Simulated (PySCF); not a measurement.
AlH7O2Si2, SMILES [Al]([OH])([SiH2][SiH3])[OH].

Geometry optimised at TPSSh-D3(BJ)/def2-SVP. The structure was generated by enumeration; whether it is a known compound was not checked. One conformer was computed; it need not be the lowest.

Two levels are set side by side: PBE/def2-TZVP (PySCF) and HF/def2-TZVP (PySCF). Same geometry, gas phase. Differences are taken from unrounded values.

| quantity | HF |
|---|---|
| orbital gap (eV) | 11.99 |
| highest occupied level (eV) | -10.10 |
| lowest empty level (eV) | 1.88 |
| dipole moment (D) | 2.75 |
| mean polarisability (bohr³) | 83.6 |

**Question.** What does PBE give, and how far is it from HF? (Estimate from the structure and the level; the computed values follow.)

**Answer.** 
```json
[
 {"quantity": "orbital gap (eV)", "PBE": "5.04", "PBE minus HF": "-6.94"},
 {"quantity": "highest occupied level (eV)", "PBE": "-6.71", "PBE minus HF": "3.39"},
 {"quantity": "lowest empty level (eV)", "PBE": "-1.67", "PBE minus HF": "-3.55"},
 {"quantity": "dipole moment (D)", "PBE": "2.41", "PBE minus HF": "-0.34"},
 {"quantity": "mean polarisability (bohr³)", "PBE": "97.6", "PBE minus HF": "14.0"}
]
```

Without exact exchange PBE keeps part of each electron's self-repulsion, which lifts occupied levels and narrows the gap. PBE's more diffuse valence density responds more strongly to a field. Differences between two approximate levels are no errors against the true value.

Rough cost on one machine, each run with all the roots and properties that it gave: HF against PBE about 1/3.
